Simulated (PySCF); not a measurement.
CHO2, multiplicity 2. Atoms are numbered in the order given.

```xyz
4

O      0.1742     1.1540     0.0000
C     -0.4228     0.1348     0.0000
O      0.0187    -1.1168     0.0000
H      0.9936    -1.1068     0.0000
```
Charge 0, spin multiplicity 2.

Geometry optimised at ωB97X-D3(BJ)/def2-TZVP. The isomer is the one that the SMILES or the coordinates give; other isomers of the formula were not compared. Other conformers were not sampled.

Calculation: ωB97X-D3(BJ)/def2-TZVP in PySCF.

Harmonic, unscaled wavenumbers; measured fundamentals usually lie a few per cent lower.

```csv
mode,ν (cm⁻¹),IR (km/mol),moving atoms (share of kinetic energy)
1,587,116.1,"H 64 %, C 18 %, O 18 %"
2,609,36.2,"O 51 %, C 28 %, H 20 %"
3,1099,188.2,"O 61 %, C 25 %, H 14 %"
4,1309,0.1,"H 62 %, C 29 %, O 10 %"
5,1898,336.2,"C 60 %, O 40 %"
6,3669,35.7,H 94 %
```
